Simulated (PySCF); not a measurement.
# Correlation energy of B⁺ (boron, charge +1)

[He] 2s1 2p1, high-spin 3P determinant (an excited configuration). All numbers are calculated (PySCF 2.14, the non-relativistic Hamiltonian (point nucleus), in dyall-av2z). Frozen: 1s2; 2 electrons correlated; the 8 highest virtual orbitals of each spin left out.

With two correlated electrons CCSD is exact within the correlated space (frozen core and kept virtual orbitals).

```csv
level,correlation energy (mhartree)
CCSD,-4.40
```

Diagnostics: T1 = 0.0015, D1 = 0.0024, largest double amplitude 0.027.

Cost of the coupled-cluster step: about 0.19 core-seconds, for 2 correlated electrons.

Iterations:

```
CC2 = 0
CCSD nocc = (np.int64(2), np.int64(0)), nmo = (33, 33)
frozen orbitals [[0, 34, 35, 36, 37, 38, 39, 40, 41], [0, 34, 35, 36, 37, 38, 39, 40, 41]]
max_cycle = 100
direct = 0
conv_tol = 1e-08
conv_tol_normt = 1e-06
diis_space = 8
diis_start_cycle = 0
Init t2, MP2 energy = -0.00271198253143776
Init E_corr(UCCSD) = -0.00271198253391304
cycle = 1  E_corr(UCCSD) = -0.00369341778151318  dE = -0.000981435248  norm(t1,t2) = 0.014133
cycle = 2  E_corr(UCCSD) = -0.0040904939450425  dE = -0.000397076164  norm(t1,t2) = 0.00638246
cycle = 3  E_corr(UCCSD) = -0.00440651799759398  dE = -0.000316024053  norm(t1,t2) = 0.00303069
cycle = 4  E_corr(UCCSD) = -0.0044027698841909  dE = 3.7481134e-06  norm(t1,t2) = 0.000345566
cycle = 5  E_corr(UCCSD) = -0.00440316994529325  dE = -4.00061102e-07  norm(t1,t2) = 2.96624e-05
cycle = 6  E_corr(UCCSD) = -0.00440303658611629  dE = 1.33359177e-07  norm(t1,t2) = 3.31614e-06
cycle = 7  E_corr(UCCSD) = -0.00440306586698205  dE = -2.92808658e-08  norm(t1,t2) = 5.43427e-07
cycle = 8  E_corr(UCCSD) = -0.00440306075678414  dE = 5.11019791e-09  norm(t1,t2) = 8.85695e-08
UCCSD converged
E(UCCSD) = -24.12576894181682  E_corr = -0.004403060756784142
```
